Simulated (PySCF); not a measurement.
Sn(Br)(SiH3) (BrH3SiSn), SMILES [SiH3][Sn][Br] (connectivity only; charge and spin as stated), neutral, multiplicity 1.

Geometry optimised at B3LYP-D3(BJ)/def2-SVP. The structure was generated by enumeration; whether it is a known compound was not checked. The def2 effective core potentials stand for the cores of Sn; spin–orbit coupling is left out.

Method: B3LYP-D3(BJ)/def2-SVP run with PySCF.

Frequencies are harmonic and unscaled.

```csv
mode,ν (cm⁻¹),IR (km/mol),Raman (Å⁴/amu),depolarisation,moving atoms (share of kinetic energy)
1,76,0.1,0.1,0.75,H 98 %
2,78,1.0,4.3,0.69,"Si 45 %, Br 27 %, Sn 15 %, H 13 %"
3,233,27.8,9.0,0.46,"Br 60 %, Sn 39 %"
4,265,13.6,35.5,0.27,"Si 69 %, Sn 22 %, H 8 %"
5,351,16.5,11.6,0.75,H 92 %
6,436,8.3,10.8,0.71,"H 88 %, Si 11 %"
7,845,340.1,1.2,0.51,"H 91 %, Si 9 %"
8,933,45.6,27.1,0.74,H 97 %
9,944,36.9,34.7,0.75,H 97 %
10,2174,114.7,283.0,0.05,H 99 %
11,2190,90.5,147.5,0.61,H 96 %
12,2197,93.9,120.6,0.75,H 96 %
```
